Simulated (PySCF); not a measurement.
# Zn¹⁸⁺ (zinc, charge +18): Hartree-Fock from Schrödinger to Dirac-Coulomb-Breit

Occupied: 1s1/2, 2s1/2, 2p1/2, 2p3/2, 3s1/2. Hartree-Fock calculated with PySCF 2.14 in an uncontracted even-tempered set (18 s from 0.8 bohr⁻², ratio 2.7; 13 p from 0.96 bohr⁻², ratio 2.7), Gaussian nucleus throughout. NR is non-relativistic, sf-X2C the spin-free one-electron X2C Hamiltonian, X2C adds the bare one-electron spin-orbit term, X2C-SNSO screens it by Boettger's factors, DC is four-component Dirac-Coulomb, and the Gaunt and Breit terms are added at first order (total energies over the DC spinors, levels after relaxing the spinors in that mean field). QED terms are absent. Levels marked empty are virtual spinors of this ion; the basis has s and p functions only, so 3d, which can lie below the n = 4 levels, is absent.

```json
{"Hamiltonian": "NR", "E (hartree)": "-1604.4858", "E − E(DC) (hartree)": "16.5907", "CPU seconds": "0.31"}
{"Hamiltonian": "sf-X2C", "E (hartree)": "-1620.7639", "E − E(DC) (hartree)": "0.3125", "CPU seconds": "0.18"}
{"Hamiltonian": "X2C", "E (hartree)": "-1620.8183", "E − E(DC) (hartree)": "0.2582", "CPU seconds": "0.23"}
{"Hamiltonian": "X2C-SNSO", "E (hartree)": "-1620.8112", "E − E(DC) (hartree)": "0.2653", "CPU seconds": "0.23"}
{"Hamiltonian": "DC", "E (hartree)": "-1621.0765", "E − E(DC) (hartree)": "0.0000", "CPU seconds": "9.1"}
{"Hamiltonian": "DC+Gaunt", "E (hartree)": "-1620.2974", "E − E(DC) (hartree)": "0.7791", "CPU seconds": "16"}
{"Hamiltonian": "DC+Breit", "E (hartree)": "-1620.3631", "E − E(DC) (hartree)": "0.7133", "CPU seconds": "47"}
```

```csv
level (eV),NR,sf-X2C,X2C,X2C-SNSO,DC,DC+Gaunt,DC+Breit
1s1/2,-10322.5,-10440.1,-10440.0,-10440.0,-10445.1,-10432.4,-10433.1
2s1/2,-1884.2,-1912.3,-1912.2,-1912.3,-1912.8,-1911.7,-1911.8
2p1/2,-1739.7,-1746.5,-1764.6,-1763.3,-1763.4,-1761.6,-1761.8
2p3/2,-1739.7,-1746.5,-1737.7,-1738.3,-1738.6,-1737.3,-1737.5
3s1/2,-685.91,-693.20,-693.20,-693.20,-693.30,-693.06,-693.08
3p1/2 (empty),-610.19,-612.49,-616.20,-615.95,-615.96,-615.58,-615.64
3p3/2 (empty),-610.19,-612.49,-610.70,-610.82,-610.88,-610.61,-610.67
4s1/2 (empty),-334.05,-336.65,-336.65,-336.65,-336.69,-336.61,-336.62
```

| interval (eV) | X2C | X2C-SNSO | DC | DC+Gaunt | DC+Breit |
| --- | --- | --- | --- | --- | --- |
| 2p3/2 − 2p1/2 | 26.86 | 25.05 | 24.82 | 24.28 | 24.28 |
| 3p3/2 − 3p1/2 | 5.498 | 5.126 | 5.086 | 4.966 | 4.966 |

Weight of the small component: 1s1/2 0.0117, 2s1/2 0.00233, 2p1/2 0.00228, 2p3/2 0.00224, 3s1/2 0.000754, 3p1/2 0.000710, 3p3/2 0.000703, 4s1/2 0.000330.

Koopmans' value for the highest occupied level at DC+Breit: 693.08 eV, against an ionisation energy of 697.5 ± 0.7 eV (semi-empirical (NIST evaluation); NIST Atomic Spectra Database, ionization energies); the former lacks relaxation, correlation, QED and recoil.

The whole ladder took 76 s of wall time on 1 thread of Neoverse-V1 (shared host), launched as `OMP_NUM_THREADS=1 python relrun2.py TASK.json OUT` (a driver that calls PySCF for each Hamiltonian).
